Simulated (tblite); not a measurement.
C₆H₁₀NS (doublet state).
Numbering: `[CH2:1]=[CH:2][C@H:3]([CH:4][CH3:5])[C:6]([NH2:7])=[S:8]` (hydrogens: H9, H10 on C1; H11 on C2; H12 on C3; H13 on C4; H14, H15, H16 on C5; H17, H18 on N7)

Structure optimised with GFN2-xTB, isolated species. This method treats the open shell by occupation alone, without spin polarisation.

What internal coordinates does the optimisation give?

```json
{"bond": "C1=C2", "length (Å)": "1.319", "order": "double"}
{"bond": "C2–C3", "length (Å)": "1.515", "order": "single"}
{"bond": "C3–C4", "length (Å)": "1.487", "order": "single"}
{"bond": "C4–C5", "length (Å)": "1.478", "order": "single"}
{"bond": "C3–C6", "length (Å)": "1.507", "order": "single"}
{"bond": "C6–N7", "length (Å)": "1.340", "order": "single"}
{"bond": "C6=S8", "length (Å)": "1.637", "order": "double"}
{"bond": "C1–H9", "length (Å)": "1.077", "order": "single"}
{"bond": "C1–H10", "length (Å)": "1.077", "order": "single"}
{"bond": "C2–H11", "length (Å)": "1.082", "order": "single"}
{"bond": "C3–H12", "length (Å)": "1.101", "order": "single"}
{"bond": "C4–H13", "length (Å)": "1.077", "order": "single"}
{"bond": "C5–H14", "length (Å)": "1.097", "order": "single"}
{"bond": "C5–H15, C5–H16", "length (Å)": "1.090", "order": "single"}
{"bond": "N7–H17", "length (Å)": "1.007", "order": "single"}
{"bond": "N7–H18", "length (Å)": "1.006", "order": "single"}
```

Bonds in one row agree within 0.01 Å and their mean is given. Orders are formal, as drawn. A selection of angles:
```json
{"angle": "C2–C1–H9", "degrees": "121.9"}
{"angle": "C2–C1–H10", "degrees": "121.7"}
{"angle": "H9–C1–H10", "degrees": "116.4"}
{"angle": "C1–C2–C3", "degrees": "123.8"}
{"angle": "C1–C2–H11", "degrees": "121.0"}
{"angle": "C3–C2–H11", "degrees": "115.2"}
{"angle": "C2–C3–C4", "degrees": "111.3"}
{"angle": "C2–C3–C6", "degrees": "107.3"}
{"angle": "C2–C3–H12", "degrees": "107.1"}
{"angle": "C4–C3–C6", "degrees": "112.7"}
{"angle": "C4–C3–H12", "degrees": "110.6"}
{"angle": "C6–C3–H12", "degrees": "107.5"}
{"angle": "C3–C4–C5", "degrees": "120.7"}
{"angle": "C3–C4–H13", "degrees": "119.3"}
{"angle": "C5–C4–H13", "degrees": "118.6"}
{"angle": "C4–C5–H14", "degrees": "111.4"}
{"angle": "H14–C5–H15", "degrees": "107.7"}
{"angle": "H14–C5–H16", "degrees": "106.5"}
{"angle": "H15–C5–H16", "degrees": "109.2"}
{"angle": "C3–C6–N7", "degrees": "116.4"}
{"angle": "C3–C6–S8", "degrees": "121.9"}
{"angle": "N7–C6–S8", "degrees": "121.7"}
{"angle": "C6–N7–H17", "degrees": "121.1"}
{"angle": "C6–N7–H18", "degrees": "119.2"}
{"angle": "H17–N7–H18", "degrees": "119.6"}
```

Torsions: C1–C2–C3–C4 -124° (anticlinal); C2–C3–C4–C5 58° (synclinal); C2–C3–C6–N7 76° (synclinal).

C1 (carbon bonded to C and 2 H) is planar (angles 121.9°, 121.7° and 116.4°, sum 360.0°, 0.00 Å off the plane of its three neighbours). C2 (carbon bonded to 2 C and H) is planar (angles 123.8°, 121.0° and 115.2°, sum 360.0°, 0.00 Å off the plane of its three neighbours). The 5 C–C bonds span 1.319 Å (C1=C2, drawn double) to 1.515 Å (C2–C3, drawn single), a spread of 0.196 Å. N7 (nitrogen bonded to C and 2 H) is planar (angles 121.1°, 119.6° and 119.2°, sum 360.0°, 0.01 Å off the plane of its three neighbours). C4 (carbon bonded to 2 C and H) is almost planar (angles 120.7°, 119.3° and 118.6°, sum 358.6°, 0.09 Å off the plane of its three neighbours). C6 (carbon bonded to C, N and S) is planar (angles 121.9°, 121.7° and 116.4°, sum 360.0°, 0.01 Å off the plane of its three neighbours). Of the pairs four or more bonds apart, C4···H17 is among the closest relative to their van der Waals radii: 2.59 Å, 89 % of the sum of Bondi's values.

Point group: C1 (no symmetry element, even within 0.4 Å). GFN2-xTB frequencies show an imaginary mode (44i cm⁻¹), so the point is no minimum at that level. Torsions: C1–C2–C3–C4 -124°, C2–C3–C4–C5 58°, C2–C3–C6–N7 76°, C3–C6–N7–H 3° and -179°.

One conformer stands for the species.

These are computed values.
